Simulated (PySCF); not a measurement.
AlFH₂Se. Atoms are numbered in the order given.

```xyz
5

Al    -0.5393    -1.1631     0.0000
F      0.6825    -2.2753     0.0000
H     -2.0254    -1.6498     0.0000
Se     0.1229     1.0517     0.0000
H     -1.2836     1.4903     0.0000
```
Charge 0, spin multiplicity 1.

Coordinates come from a B3LYP-D3(BJ)/def2-TZVP optimisation. Other conformers were not sampled.

All values below come from TDDFT-B3LYP/def2-SVPD in PySCF.

Vertical excitations.  State labels are in the subgroup Cs.

Computed lowest excited states:
| state | symmetry | energy (eV) | λ (nm) | f | main pairs |
|---|---|---|---|---|---|
| S1 | A' | 5.38 | 231 | 0.061 | HOMO→LUMO 94 % |
| S2 | A" | 5.53 | 224 | 0.079 | HOMO→LUMO+1 98 % |
| S3 | A" | 5.67 | 219 | 0.001 | HOMO→LUMO+2 97 % |
| S4 | A" | 6.07 | 204 | 0.001 | HOMO−1→LUMO 98 % |
| S5 | A" | 6.54 | 190 | 0.009 | HOMO→LUMO+3 97 % |
| S6 | A' | 6.82 | 182 | 0.075 | HOMO−1→LUMO+1 68 %, HOMO−1→LUMO+2 29 % |
| S7 | A' | 7.23 | 171 | 0.152 | HOMO−1→LUMO+2 62 %, HOMO−1→LUMO+1 21 %, HOMO−1→LUMO+3 11 % |
| S8 | A" | 7.44 | 167 | 0.027 | HOMO→LUMO+4 96 % |
| S9 | A" | 7.54 | 164 | 0.002 | HOMO→LUMO+5 96 % |
| S10 | A" | 7.73 | 160 | 0.014 | HOMO→LUMO+6 96 % |
| T1 | A' | 4.65 | 267 | 0 | HOMO→LUMO 98 % |
| T2 | A" | 5.16 | 240 | 0 | HOMO→LUMO+1 91 % |
| T3 | A" | 5.23 | 237 | 0 | HOMO→LUMO+2 88 % |
| T4 | A" | 5.72 | 217 | 0 | HOMO−1→LUMO 93 % |
Triplets are in the Tamm–Dancoff approximation, which puts them higher than full response would, so one can lie above its singlet here.
